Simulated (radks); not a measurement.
Results of a calculation; reference values are marked as such.
Mean orbital radii <r> (bohr) of the krypton ion Kr+, [Ar] 3d10 4s2 4p5, at several levels of relativity; Dirac values are averaged over j with weights 2j + 1. Spin-unpolarised spherical Kohn-Sham, PBE, point nucleus unless stated (finite: rms radius 4.1884 fm), a radial shooting solver on a logarithmic mesh with Libxc functionals. A level marked "c x" has the speed of light scaled by that factor and shares open shells by 2j + 1; other Dirac levels either fill j = l - 1/2 first or share by 2j + 1.

shell  non-rel.  Dirac, 2j+1 shares  Dirac, 2j+1 shares, finite nucleus  Dirac, c x 0.85  change of magnitude, last against first (%)
1s      0.04245             0.04148                             0.04149          0.04110                                        -3.18
2s       0.1878              0.1832                              0.1832           0.1814                                        -3.39
2p       0.1619              0.1600                              0.1600           0.1593                                        -1.61
3s       0.5414              0.5301                              0.5301           0.5257                                        -2.91
3p       0.5452              0.5403                              0.5403           0.5384                                        -1.24
3d       0.5534              0.5555                              0.5555           0.5563                                        +0.53
4s        1.566               1.538                               1.538            1.527                                        -2.53
4p        1.835               1.829                               1.829            1.826                                        -0.52
